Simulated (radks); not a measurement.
Values are calculated unless marked as measured or tabulated.
Excited configurations of Si IV: one electron is placed in a higher orbital outside [Ne]. The ground configuration is [Ne] 3s1. Code: a radial shooting solver on a logarithmic mesh with Libxc functionals. Model: scalar-relativistic Kohn-Sham, LDA (Slater exchange, Perdew-Wang correlation), spin-polarised, spherical densities, point nucleus; open shells are filled with parallel spins first. Excitation = E - E(ground); binding = E(ion) - E, where the ion is the core of charge +4; n* = 4/sqrt(2 binding) in atomic units, and the quantum defect is n - n*.

| outer orbital | excitation (eV) | binding (eV) | quantum defect | eigenvalue (eV) |
|---|---|---|---|---|
| 4s | 23.954 | 21.684 | 0.832 | -19.420 |
| 4p | 26.923 | 18.715 | 0.589 | -16.654 |
| 4d | 30.889 | 14.749 | 0.158 | -12.942 |
| 4f | 31.926 | 13.712 | 0.016 | -11.819 |
| 5d | 36.169 | 9.470 | 0.205 | -8.435 |
| 5f | 36.708 | 8.930 | 0.063 | -7.893 |
| 6p | 38.047 | 7.591 | 0.645 | -6.851 |
| 7s | 39.759 | 5.879 | 0.915 | -5.334 |

The Delta-SCF ionisation energy is 45.638 eV (NIST Atomic Spectra Database: 45.142 eV, measured). Self-interaction in the functional shifts the binding energies and quantum defects, so they are the method's values and not measured ones.
